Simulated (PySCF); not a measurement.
## Static response to an electric field

Compound: C4H8ClFSi2.
Structure used (GFN2-xTB), in Å, numbered top down from 1:
```xyz
16
C4H8ClFSi2 angstrom
F      0.5563   -2.4963   -1.2052
C      0.3945   -1.4413   -0.3674
C      1.4168   -0.6221   -0.1179
Cl     2.9649   -0.9034   -0.8607
C      1.2995    0.5783    0.7538
Si     0.0220    1.8143    0.0107
Si    -1.7374    0.3775   -0.4444
C     -0.9823   -1.2866    0.1674
H      2.2783    1.0370    0.8717
H      0.9637    0.2768    1.7486
H      0.6424    2.4679   -1.1457
H     -0.2042    2.8531    1.0238
H     -2.9893    0.5714    0.2980
H     -2.1017    0.2139   -1.8553
H     -0.9591   -1.2859    1.2586
H     -1.5718   -2.1456   -0.1474
```

Level: CAM-B3LYP/def2-SVPD (PySCF), static field, nuclei fixed, core orbitals frozen in the response. The polarisability tensor in these axes (au):

```
x   132.76   0.35  -1.61
y     0.35 114.61   6.01
z    -1.61   6.01  92.20
```

Give the principal values, the mean and the anisotropy Δα = √{½[(α1 − α2)² + (α2 − α3)² + (α1 − α3)²]}.

Principal values 90.62, 116.12 and 132.83 au; mean 113.19 au = 16.77 Å³ = 18.66 × 10⁻⁴⁰ C²·m²/J; Δα = 36.81 au (33 % of the mean).

What is the dipole moment, and where does it point?

(-1.91, 1.47, 1.82) D, 3.02 D in size, pointing from the negative to the positive side. Measured along this direction, the outermost atoms are Cl4 at the negative end and H13 at the positive end.

In TDDFT the mean static polarisability is Σ f/ω² over all singlet excitations (ω in hartree). How much of it do the 8 lowest give? Their energies (eV) and oscillator strengths: 5.51, 0.0151; 5.90, 0.0034; 6.10, 0.0304; 6.27, 0.1614; 6.71, 0.0128; 6.91, 0.0011; 6.94, 0.1011; 7.31, 0.0308.

They add up to 6.29 au, 5.6 % of the 113.19 au; the largest single term is 3.04 au, from the state at 6.27 eV. Terms in order: 0.37, 0.07, 0.61, 3.04, 0.21, 0.02, 1.55, 0.43 au. Higher excitations give the rest. The strengths listed sum to 0.356.

What would n − 1 = 2πNα be for an ideal gas of these molecules at 400 K and 1 atm, electronic part alone?

N = p/kT = 1.8347 × 10¹⁹ cm⁻³, so n − 1 = 2π × N × 16.77 × 10⁻²⁴ cm³ = 1934 × 10⁻⁶ at long wavelengths, for an ideal gas.

What are the principal values of the traceless quadrupole moment, Θ = ½Σq(3rr − r²1), about the centre of nuclear charge?

-6.66, 2.59, 4.07 D·Å. The values depend on the origin, since the dipole doesn't vanish. The electronic extent ⟨r²⟩ about the same centre is 1682 bohr², a root-mean-square distance of 2.34 Å for the 86 electrons.

Estimate the molar refractivity from the static electronic polarisability.

Lorentz–Lorenz: R = (4π/3)N_A α = 2.5225 cm³/(mol·Å³) × 16.77 Å³ = 42.3 cm³/mol, in the limit of long wavelengths.

How large is μ²/3kT at 350 K beside α?

In Gaussian units μ²/3kT = 63.02 Å³ against 16.77 Å³, a ratio of 3.76; the Debye molar polarisation (4π/3)N_A(α + μ²/3kT) is 201.3 cm³/mol, leaving out the vibrational part.

Isolated species at its GFN2-xTB geometry (one conformer only).
